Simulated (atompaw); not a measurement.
## Before and after: PAW (atompaw) potential for rhenium (Re)

atompaw 4.2.0.5 input, output lines left out:

```
Re 75
GGA-PBE loggrid 2001 logderivrange -8 5 326
6 6 5 4 0 0
6 0 1
6 1 0
5 2 5
0 0 0
c
c
c
c
v
v
c
c
c
v
v
c
c
v
c
2
1.90 1.80 1.35 1.70
n
n
y
2.2
n
custom polynom2 7 10 vanderbiltortho sinc
bessel
1.90
1.90
1.90
1.90
1.90
1.65
```

All-electron outer shells of the reference configuration (PBE, non-relativistic, ld1.x):

```json
{"shell": "5s", "level (eV)": "-77.00", "outermost node (bohr)": "0.57", "outermost maximum (bohr)": "1.03"}
{"shell": "4f", "level (eV)": "-59.36", "outermost node (bohr)": "–", "outermost maximum (bohr)": "0.41"}
{"shell": "5p", "level (eV)": "-51.52", "outermost node (bohr)": "0.58", "outermost maximum (bohr)": "1.10"}
{"shell": "5d", "level (eV)": "-14.01", "outermost node (bohr)": "0.62", "outermost maximum (bohr)": "1.39"}
{"shell": "6s", "level (eV)": "-11.01", "outermost node (bohr)": "1.36", "outermost maximum (bohr)": "2.74"}
{"shell": "6p", "level (eV)": "-6.79", "outermost node (bohr)": "1.53", "outermost maximum (bohr)": "3.35"}
```

Change: wave 5d channel at 2.2 Ry: rc 1.65 bohr becomes 5d channel at -0.12 Ry: rc 1.65 bohr.

Cutoffs: the cutoffs (Ry, on a coarse ladder) from which the occupation-weighted sum of valence levels, in a spherical-Bessel basis at the reference potential, stays within 10 and 1 mRy of its value at 400 Ry; they do not see the model core or the augmentation charge, which bear on the density cutoff.

**Question.** What does the change do?

**Answer.** The potential gets softer (25 Ry and 35 Ry → 21 Ry and 35 Ry); a bound ghost appears in d, which as a rule spoils a file; the range in which the d phases agree narrows (upper end at the end of the scan → 3.8).

| quantity | base | changed |
| --- | --- | --- |
| cutoff, loose | 25 Ry | 21 Ry |
| cutoff, tight | 35 Ry | 35 Ry |
| bound ghosts | none | d |
| s: phases at 1.91 bohr within 0.05 rad from the reference energy up to (Ry; the scan ends near 5) | to the end of the scan | to the end of the scan |
| p: phases at 1.91 bohr within 0.05 rad from the reference energy up to (Ry; the scan ends near 5) | to the end of the scan | to the end of the scan |
| d: phases at 1.91 bohr within 0.05 rad from the reference energy up to (Ry; the scan ends near 5) | to the end of the scan | 3.8 |
| lowest overlap eigenvalue by channel | s 0.29, p 0.89, d 1.00 | s 0.29, p 0.89, d 0.71 |

 A true bound ghost makes a file unfit for plane-wave use even where its test errors are small: the radial tests pick states by their node count and pass the ghost by. The cutoffs see the waves, projectors and local potential, not the compensation charge or the core.
